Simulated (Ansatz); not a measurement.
A nudged elastic band was laid between two geometries of H₄O₃Si (8 atoms, charge 0, multiplicity 1).

All numbers below come from RKS PBE0-D4/def2-SVP (Ansatz 0.2.0).

```json
{
 "movable images": "7",
 "climbing image": "yes",
 "spring": "5.0 eV/Å²",
 "optimiser": "quadratic models (default)",
 "start path": "through a guess of the saddle point",
 "force threshold": "0.05 eV/Å",
 "iteration limit": "60",
 "end points": "relaxed"
}
```

Image 0:

```xyz
8
Properties=species:S:1:pos:R:3
Si -0.041 -0.118 0.404
H 0.103 0.115 1.859
O 1.388 -0.652 -0.250
H 2.188 -0.180 -0.004
O -0.565 1.324 -0.199
H -0.945 1.295 -1.082
O -1.138 -1.286 0.006
H -0.760 -2.147 -0.194
```

Image 8:

```xyz
8
Properties=species:S:1:pos:R:3
Si -0.922 0.053 0.650
H 1.663 -0.257 1.539
O 1.327 0.074 0.696
H 1.315 -0.691 0.094
O -0.972 1.331 -0.420
H -0.698 1.124 -1.323
O -0.573 -1.210 -0.482
H -0.910 -2.072 -0.215
```

**Question.** Which bonds break or form, and what moves?

**Answer.** Bonds broken: Si1–H2, Si1–O3. Bonds formed: H2–O3. H4O3Si becomes H2O + H2O2Si.

**Question.** Give the energies along the band, and the barrier.

**Answer.** The forces met the threshold. The highest image is number 5 of 0 to 8, 323.3 kJ/mol above the first end and 118.0 kJ/mol above the last; the last end lies 205.4 kJ/mol above the first. The profile has 2 maxima (images 1, 5) with wells between them (image 2): this band takes more than one step, which may be the mechanism or a detour left from its start path. Neighbouring images differ by up to 3.3 eV, so the band resolves the path poorly. A vibrational analysis at the climbing image gives one clearly imaginary mode, 1457i cm⁻¹: a first-order saddle point. The orbitals stay closed-shell, which can raise the energy where a bond breaks towards radicals; this wasn't checked here.

| image | path coordinate (Å) | energy (kJ/mol) | Si1–H2 (Å) | Si1–O3 (Å) | H2–O3 (Å) |
| --- | --- | --- | --- | --- | --- |
| 0 | 0.00 | 0.0 | 1.48 | 1.66 | 2.59 |
| 1 | 1.37 | 11.9 | 1.49 | 1.65 | 2.58 |
| 2 | 2.74 | 3.1 | 1.48 | 1.65 | 2.52 |
| 3 | 4.10 | 6.5 | 1.48 | 1.65 | 2.49 |
| 4 | 5.47 | 7.4 | 1.49 | 1.65 | 2.56 |
| 5 | 6.83 | 323.3 | 1.63 | 1.88 | 1.29 |
| 6 | 8.31 | 207.0 | 2.67 | 2.22 | 0.97 |
| 7 | 9.78 | 207.1 | 2.64 | 2.21 | 0.97 |
| 8 | 11.26 | 205.4 | 2.75 | 2.25 | 0.97 |

**Question.** What is the geometry of the highest image?

**Answer.** 
```xyz
8
Properties=species:S:1:pos:R:3
Si -0.422 -0.099 0.301
H 0.712 0.036 1.460
O 1.441 0.093 0.391
H 1.873 -0.763 0.229
O -0.919 0.998 -0.839
H -0.962 1.907 -0.525
O -0.527 -1.564 -0.491
H -0.966 -2.256 0.013
```

Time of the run: 11 min on 1 thread of Arm Neoverse V2 (shared host), peak memory 0.16 GiB.
